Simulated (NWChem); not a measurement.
Correlation energy of H₃BN

SMILES: B[NH]
```xyz
5

B      0.6865    -0.1024     0.0000
N     -0.6301     0.0975     0.0000
H      1.4617     0.8401     0.0000
H      1.1440    -1.2344     0.0000
H     -1.6270     0.2236     0.0000
```
Charge 0, spin multiplicity 2.

Everything below was run with NWChem. All single points use one geometry, from UB3LYP/def2-SVP, a minimum by its harmonic frequencies. It is one conformer; others weren't searched.

Basis set: cc-pVTZ. Each correlation energy counts from its own Hartree-Fock reference.

```json
[
 {"method": "URI-MP2", "correlation energy (mHa)": "-282.3"},
 {"method": "UMP2", "correlation energy (mHa)": "-282.4"},
 {"method": "SCS-UMP2", "correlation energy (mHa)": "-287.1"},
 {"method": "CCSD on ROHF", "correlation energy (mHa)": "-319.0"},
 {"method": "CCSD[T] on ROHF", "correlation energy (mHa)": "-332.1"},
 {"method": "CCSD(T) on ROHF", "correlation energy (mHa)": "-331.1"}
]
```

The values span 49.7 mHa, from CCSD[T] on ROHF (lowest) to URI-MP2 (highest). 

The correlated methods keep 2 core orbitals frozen. The structure started from a generated list of species. The unpaired electrons of the parent sit in orbitals of symmetry a' (Cs labels of the run); other states weren't searched. The stability of the SCF solutions was not checked. Open-shell Hartree-Fock references start from PBE0 orbitals. Coupled-cluster values serve here as a point of comparison, not as the truth.
